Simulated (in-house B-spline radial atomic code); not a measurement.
Configurations of the iron ion Fe²⁺, with energies counted from [Ar] 3d6. Computed with an all-electron radial atomic-structure program (B-spline basis): scalar-relativistic (X2C) wB97X, spin-polarised, spherical fractional occupations, exact exchange averaged over the configuration, Fermi nucleus of rms radius 3.7377 fm. Shells without spins written out take the highest spin.

Occupations are held fixed; configurations that lie above the ionisation limit could autoionise.

| configuration | E - E(ref) (eV) | highest orbital | its <r> (bohr) |
| --- | --- | --- | --- |
| [Ar] 3d5 4d1 | 18.65 | 4d up | 4.104 |
| [Ne] 3s2 3p5 3d6 4d1 | 72.405 | 4d up | 4.091 |
| [Ne] 3s2 3p5 3d6 4f1 | 76.808 | 4f up | 5.999 |

(1) Order these further configurations by energy, lowest first.
A. [Ar] 3d5 4s1
B. [Ne] 3s2 3p5 3d6 4s1
C. [Ne] 3s2 3p5 3d7
D. [Ne] 3s2 3p5 3d6 4p1

Results:

(1) A (4.2096 eV), C (53.033 eV), B (57.811 eV), D (64.332 eV).
